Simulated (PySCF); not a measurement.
A side-by-side comparison of computed properties.

First species: C₃H₇FSi.
Atom-mapped SMILES: `[F:1][C@H:2]1[CH2:3][CH2:4][SiH2:5]1` (hydrogens: H6 on C2; H7, H8 on C3; H9, H10 on C4; H11, H12 on Si5)

Second species: C3H7FSi.
SMILES: `FC1C[SiH2]C1`

Levels: CAM-B3LYP/def2-SVPD for dipole moment, HOMO energy, LUMO energy, HOMO–LUMO gap, static isotropic polarisability and electronic spatial extent ⟨r²⟩ about the centre of nuclear charge; TDDFT CAM-B3LYP/def2-SVPD for lowest singlet excitation; TDA CAM-B3LYP/def2-SVPD for lowest triplet excitation (Tamm–Dancoff); GFN2-xTB for rotational constant A and rotational constant C. Geometries: GFN2-xTB. All species are isolated and taken at one optimised geometry, non-relativistic unless stated; the electronic structure was computed with PySCF and density fitting.

Values for the first species:

* Dipole moment: 2.11 D
* HOMO energy: -9.18 eV
* LUMO energy: 0.83 eV
* HOMO–LUMO gap: 10.01 eV
* Lowest singlet excitation: 6.72 eV
* Lowest triplet excitation (Tamm–Dancoff): 6.08 eV
* Static isotropic polarisability: 61.0 au
* Electronic spatial extent ⟨r²⟩ about the centre of nuclear charge: 530 bohr²
* Rotational constant A: 5.842 GHz
* Rotational constant C: 2.473 GHz

**Question.** Estimate the same properties for the second species, and the change in each.

**Answer.** 
```json
{"property": "dipole moment", "first": "2.11 D", "second": "1.94 D", "second less first": "-0.17 D"}
{"property": "HOMO energy", "first": "-9.18 eV", "second": "-9.69 eV", "second less first": "-0.51 eV"}
{"property": "LUMO energy", "first": "0.83 eV", "second": "1.00 eV", "second less first": "+0.17 eV"}
{"property": "HOMO–LUMO gap", "first": "10.01 eV", "second": "10.69 eV", "second less first": "+0.68 eV"}
{"property": "lowest singlet excitation", "first": "6.72 eV", "second": "7.49 eV", "second less first": "+0.77 eV"}
{"property": "lowest triplet excitation (Tamm–Dancoff)", "first": "6.08 eV", "second": "6.62 eV", "second less first": "+0.54 eV"}
{"property": "static isotropic polarisability", "first": "61.0 au", "second": "60.8 au", "second less first": "-0.2 au"}
{"property": "electronic spatial extent ⟨r²⟩ about the centre of nuclear charge", "first": "530 bohr²", "second": "545 bohr²", "second less first": "+15 bohr²"}
{"property": "rotational constant A", "first": "5.842 GHz", "second": "8.668 GHz", "second less first": "+2.826 GHz"}
{"property": "rotational constant C", "first": "2.473 GHz", "second": "2.350 GHz", "second less first": "-0.123 GHz"}
```

On the first: The principal polarisabilities are 54.5, 60.0 and 68.5 au; their mean is the isotropic value. The vertical singlet–triplet gap S1 − T1 is 0.64 eV (TDDFT singlet less Tamm–Dancoff triplet; S1: HOMO→LUMO, weight 0.78; T1: HOMO→LUMO, weight 0.84).

On the second: No computed singlet falls in the visible range (750 to 380 nm, 1.65 to 3.26 eV); S1 lies 4.23 eV above its blue end. The dipole matches unit charges of opposite sign 0.40 Å apart (1 e·Å = 4.8032 D).

One conformer stands for the species.
